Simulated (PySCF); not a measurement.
## Static response to an electric field

Compound: C3H5F3OSSi.
SMILES with atom numbers: `[F:1][C:2]([F:3])([F:4])[S:5]/[CH:6]=[CH:7]/[O:8][SiH3:9]` (hydrogens: H10 on C6; H11 on C7; H12, H13, H14 on Si9)

Structure used (PBE0-D3(BJ)/def2-SVP), in Å, numbered top down from 1:
```
atom  x, y, z in Å
F1     2.4149    0.3659   -1.2275
C2     2.7665    0.4739    0.0513
F3     2.4231    1.6969    0.4465
F4     4.0870    0.3585    0.1341
S5     2.0260   -0.8205    1.0898
C6     0.3311   -0.4076    0.8817
C7    -0.4124   -1.0656   -0.0258
O8    -1.7113   -0.8867   -0.2580
Si9   -2.7503    0.2164    0.4998
H10   -0.0905    0.3633    1.5356
H11    0.0372   -1.8360   -0.6627
H12   -4.0683   -0.0068   -0.1432
H13   -2.8015   -0.0714    1.9617
H14   -2.2588    1.6045    0.2694
```

Level: B3LYP/def2-SVPD (PySCF), static field, nuclei fixed, core orbitals frozen in the response. The polarisability tensor in these axes (au):

```
x   121.76   1.91   4.85
y     1.91  78.66   0.75
z     4.85   0.75  77.89
```

What are the eigenvalues, a third of the trace, and Δα (Δα² = ½Σ(αi − αj)² over the three pairs)?

Principal values 77.16, 78.78 and 122.38 au; mean 92.77 au = 13.75 Å³ = 15.30 × 10⁻⁴⁰ C²·m²/J; Δα = 44.43 au (48 % of the mean).

What is the dipole moment, and where does it point?

(-3.04, -0.10, 0.49) D, 3.08 D in size, pointing from the negative to the positive side. Measured along this direction, the outermost atoms are F4 at the negative end and H12 at the positive end.

Along which axes do the principal values lie, and how far do the nuclei extend along each?

Largest value along (0.99, 0.05, 0.11), where the nuclei span 8.15 Å; middle along (-0.08, 0.93, 0.35), 3.72 Å; least along (-0.09, -0.35, 0.93), 3.57 Å. 

Find the Langevin capture rate constant for H3+ (3.023 u) meeting this molecule (173.978 u), k = 2.342 × 10⁻⁹ cm³/s × √(α in Å³ / reduced mass in u).

The reduced mass is 2.97 u, so k = 5.04 × 10⁻⁹ cm³/s. The formula leaves out the permanent dipole, which adds to the capture rate.

Rayleigh depolarisation ratio (linearly polarised light, static tensor)?

ρ = 3Δα²/(45ᾱ² + 4Δα²) = 5923.0/(387294 + 7897.4) = 0.015.

What would n − 1 = 2πNα be for an ideal gas of these molecules at 350 K and 1 atm, electronic part alone?

N = p/kT = 2.0968 × 10¹⁹ cm⁻³, so n − 1 = 2π × N × 13.75 × 10⁻²⁴ cm³ = 1811 × 10⁻⁶ at long wavelengths, for an ideal gas.

Traceless (Buckingham) quadrupole moment about the centre of nuclear charge: eigenvalues?

-3.49, -3.13, 6.62 D·Å. The values depend on the origin, since the dipole doesn't vanish. The electronic extent ⟨r²⟩ about the same centre is 2220 bohr², a root-mean-square distance of 2.66 Å for the 88 electrons.

Geometry: PBE0-D3(BJ)/def2-SVP, one conformer, isolated molecule.
